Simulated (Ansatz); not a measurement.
Ansatz (an electronic-structure program) input (HF/def2-TZVP):

Ansatz 0.2 input:
```yaml
crystal:
  periodic: [false, false, false]
  atoms:
    - {symbol: C, position_ang: [0.02862427, 0.77403521, -0.04928916]}
    - {symbol: C, position_ang: [-0.73380022, -0.43145510, 0.23926106]}
    - {symbol: C, position_ang: [0.68523912, -0.35673882, -0.07459244]}
    - {symbol: H, position_ang: [0.04451260, 1.84469036, -0.15404392]}
    - {symbol: H, position_ang: [-1.54549687, -0.89019712, -0.32345270]}
    - {symbol: H, position_ang: [1.62060524, -0.86954100, -0.21478018]}
basis:
  gaussian:
    orbitals: def2-TZVP
hamiltonian:
  xc: {name: HF}
magnetization: {spin_polarized: true, initial_magnetization: 1}
relax: {f_tol: 0.003, max_steps: 100}
```

Output:

```
Functional definition: HF
integrals: 0.02 GiB planned
831 factors; their error is unknown
mean field: 0.24 GiB planned
mean field evaluation 1: about -3133.4450 eV, gradient 1.9e1 eV
mean field evaluation 2: about -3135.3122 eV, gradient 7.5e0 eV
mean field evaluation 4: about -3135.6902 eV, gradient 7.8e-1 eV
mean field evaluation 8: about -3135.7078 eV, gradient 7.2e-2 eV
mean field evaluation 16: about -3135.7719 eV, gradient 1.7e-5 eV
mean field evaluation 32: about -3134.4731 eV, gradient 5.4e0 eV
mean field -3135.77190199 eV, -115.2374918955 hartree, gradient 1.6e-5 eV, S^2 0.761484; 0 other end points of the search recorded, 0 dependent functions left out
the calculation of the forces begins
reference -3135.77190199 eV, -115.2374918955 hartree; 11, 10 occupied and 100, 101 virtual orbitals, 831 factors
relax step   1: F+E_penalty+E_count = -3135.77190199 eV  Δ(F+E_penalty+E_count) = +0.000e0 eV  max|allowed force component| = 8.748e-1 eV/Å  Δτ_max = 0.0000 Å  (85 SCF iters, accepted)
these checks for a lower state are left out or cut short: starts, cluster_reference, orbital_swaps, neighbouring_geometries, increment
integrals: 0.02 GiB planned
831 factors; their error is unknown
mean field: 0.24 GiB planned
mean field -3135.78797753 eV, -115.2380826607 hartree, gradient 1.5e-5 eV, S^2 0.761383; 0 other end points of the search recorded, 0 dependent functions left out
the calculation of the forces begins
reference -3135.78797753 eV, -115.2380826607 hartree; 11, 10 occupied and 100, 101 virtual orbitals, 831 factors
relax step   2: F+E_penalty+E_count = -3135.78797753 eV  Δ(F+E_penalty+E_count) = -1.608e-2 eV  max|allowed force component| = 2.087e-1 eV/Å  Δτ_max = 0.0140 Å  (51 SCF iters, accepted)
these checks for a lower state are left out or cut short: starts, cluster_reference, orbital_swaps, neighbouring_geometries, increment
integrals: 0.02 GiB planned
831 factors; their error is unknown
mean field: 0.24 GiB planned
mean field evaluation 64: about -3135.7228 eV, gradient 5.0e-1 eV
mean field -3135.78894216 eV, -115.2381181101 hartree, gradient 1.7e-5 eV, S^2 0.761340; 0 other end points of the search recorded, 0 dependent functions left out
the calculation of the forces begins
reference -3135.78894216 eV, -115.2381181101 hartree; 11, 10 occupied and 100, 101 virtual orbitals, 831 factors
relax step   3: F+E_penalty+E_count = -3135.78894216 eV  Δ(F+E_penalty+E_count) = -9.646e-4 eV  max|allowed force component| = 1.782e-2 eV/Å  Δτ_max = 0.0036 Å  (52 SCF iters, accepted)
these checks for a lower state are left out or cut short: starts, cluster_reference, orbital_swaps, neighbouring_geometries, increment
integrals: 0.02 GiB planned
831 factors; their error is unknown
mean field: 0.24 GiB planned
mean field -3135.78899447 eV, -115.2381200327 hartree, gradient 1.7e-5 eV, S^2 0.761335; 0 other end points of the search recorded, 0 dependent functions left out
the calculation of the forces begins
reference -3135.78899447 eV, -115.2381200327 hartree; 11, 10 occupied and 100, 101 virtual orbitals, 831 factors
relax step   4: F+E_penalty+E_count = -3135.78899447 eV  Δ(F+E_penalty+E_count) = -5.231e-5 eV  max|allowed force component| = 1.198e-2 eV/Å  Δτ_max = 0.0013 Å  (50 SCF iters, accepted)
these checks for a lower state are left out or cut short: starts, cluster_reference, orbital_swaps, neighbouring_geometries, increment
integrals: 0.02 GiB planned
831 factors; their error is unknown
mean field: 0.24 GiB planned
mean field evaluation 96: about -3135.7890 eV, gradient 1.7e-5 eV
mean field -3135.78903159 eV, -115.2381213970 hartree, gradient 1.7e-5 eV, S^2 0.761333; 0 other end points of the search recorded, 0 dependent functions left out
the calculation of the forces begins
reference -3135.78903159 eV, -115.2381213970 hartree; 11, 10 occupied and 100, 101 virtual orbitals, 831 factors
relax step   5: F+E_penalty+E_count = -3135.78903159 eV  Δ(F+E_penalty+E_count) = -3.712e-5 eV  max|allowed force component| = 3.073e-3 eV/Å  Δτ_max = 0.0023 Å  (51 SCF iters, accepted)
these checks for a lower state are left out or cut short: starts, cluster_reference, orbital_swaps, neighbouring_geometries, increment
integrals: 0.02 GiB planned
831 factors; their error is unknown
mean field: 0.24 GiB planned
mean field -3135.78903185 eV, -115.2381214062 hartree, gradient 1.8e-5 eV, S^2 0.761334; 0 other end points of the search recorded, 0 dependent functions left out
the calculation of the forces begins
reference -3135.78903185 eV, -115.2381214062 hartree; 11, 10 occupied and 100, 101 virtual orbitals, 831 factors
relax step   6: F+E_penalty+E_count = -3135.78903185 eV  Δ(F+E_penalty+E_count) = -2.501e-7 eV  max|allowed force component| = 5.065e-4 eV/Å  Δτ_max = 0.0001 Å  (49 SCF iters, accepted)
integrals: 0.02 GiB planned
831 factors; their error is unknown
mean field: 0.24 GiB planned
mean field evaluation 128: about -3135.7890 eV, gradient 7.3e-5 eV
mean field evaluation 160: about -3135.7187 eV, gradient 4.1e-1 eV
mean field -3135.78903185 eV, -115.2381214062 hartree, gradient 1.8e-5 eV, S^2 0.761334; 1 other end points of the search recorded, 0 dependent functions left out
the calculation of the forces begins
reference -3135.78903185 eV, -115.2381214062 hartree; 11, 10 occupied and 100, 101 virtual orbitals, 831 factors
Total energy: -3135.78903185 eV, -115.2381214062 hartree
Atom 0 at     0.034192     0.767006    -0.051071 Å, force     0.000425    -0.000274    -0.000053 eV/Å
Atom 1 at    -0.730595    -0.429565     0.237969 Å, force    -0.000300    -0.000180     0.000244 eV/Å
Atom 2 at     0.681863    -0.348365    -0.076030 Å, force    -0.000028     0.000507    -0.000035 eV/Å
Atom 3 at     0.042894     1.828589    -0.152767 Å, force     0.000007     0.000133    -0.000014 eV/Å
Atom 4 at    -1.534518    -0.883855    -0.322000 Å, force    -0.000222    -0.000126    -0.000123 eV/Å
Atom 5 at     1.605848    -0.863017    -0.212997 Å, force     0.000118    -0.000059    -0.000019 eV/Å
Dipole moment:     0.186774     0.112486    -0.180114 e Å
```

It need not be the lowest isomer of its formula.
